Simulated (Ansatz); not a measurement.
```yaml
crystal:
  periodic: [false, false, false]
  atoms:
    - {symbol: La, position_ang: [0.909972, -1.128107, -0.339712]}
    - {symbol: La, position_ang: [-0.801118, 1.247828, 0.157642]}
    - {symbol: O, position_ang: [-0.793353, -0.310498, -1.470313]}
    - {symbol: O, position_ang: [1.225058, 1.171286, -0.027434]}
    - {symbol: O, position_ang: [-0.507332, -0.572499, 1.544008]}
basis:
  gaussian: {orbitals: def2-TZVP, final_grid: {core_spheres: 8, valence_spheres: 7, degree: 23}, nuclear_model: gaussian}
total_charge: -1
magnetization: {spin_polarized: true, initial_magnetization: 1}
hamiltonian: {xc: {name: PBE0}, dispersion: d3bj}
output: {forces: true}
```

```sh
$ ansatz run in.yaml --threads 4 --pin off --events-out ev --progress --plain --max-ram 4787MiB
```

Output, abridged:

```
Functional definition: PBE0
  name "PBE0"
  cite "Adamo & Barone, J. Chem. Phys. 110, 6158 (1999) doi:10.1063/1.478522"
  cite "Perdew, Burke & Ernzerhof, Phys. Rev. Lett. 77, 3865 (1996) doi:10.1103/PhysRevLett.77.3865"
  parent pbe
  parameter a = 0.25
  parameter kappa = 0.804
  parameter beta = 0.06672455060314922
  exchange = (1 - a)*pbe_x(kappa = kappa, mu = beta*pi^2/3) + a*exact_x
  correlation = pbe_c(beta = beta)
1161 factors; their error is unknown
mean field evaluation 1: about -7848.3129 eV, gradient 5.6e1 eV
mean field evaluation 2: about -7512.5839 eV, gradient 2.3e2 eV
mean field evaluation 4: about -7850.7124 eV, gradient 5.1e1 eV
mean field evaluation 8: about -7861.5290 eV, gradient 1.5e0 eV
mean field evaluation 16: about -7861.5847 eV, gradient 8.9e-3 eV
mean field evaluation 32: about -7861.0904 eV, gradient 5.7e0 eV
mean field -7861.58473293 eV, -288.9079101616 hartree, gradient 1.5e-5 eV, S^2 0.750792; 3 other end points of the search recorded, 0 dependent functions left out
the calculation of the forces begins
reference -7861.58476387 eV, -288.9079112988 hartree; 24, 23 occupied and 149, 150 virtual orbitals, 1161 factors
Total energy: -7861.70781228 eV, -288.9124332442 hartree
Atom 0 at     0.909972    -1.128107    -0.339712 Å, force    -0.197736    -0.461795     0.862525 eV/Å
Atom 1 at    -0.801118     1.247828     0.157642 Å, force    -2.759276     0.444055     1.247124 eV/Å
Atom 2 at    -0.793353    -0.310498    -1.470313 Å, force     0.580972     0.041103     0.607629 eV/Å
Atom 3 at     1.225058     1.171286    -0.027434 Å, force     1.637541    -0.639850    -0.466966 eV/Å
Atom 4 at    -0.507332    -0.572499     1.544008 Å, force     0.738500     0.616487    -2.250312 eV/Å
Dipole moment:    -0.981548     1.583849     0.117875 e Å
```

Run time 15 s (4 threads of Intel Xeon on a shared host).

In the def2 sets La takes a core potential; there is no spin–orbit coupling. The highest occupied level of an anion often lies above zero with these methods, and sets without diffuse functions describe the outer electron poorly.

The dipole of an ion depends on the origin.
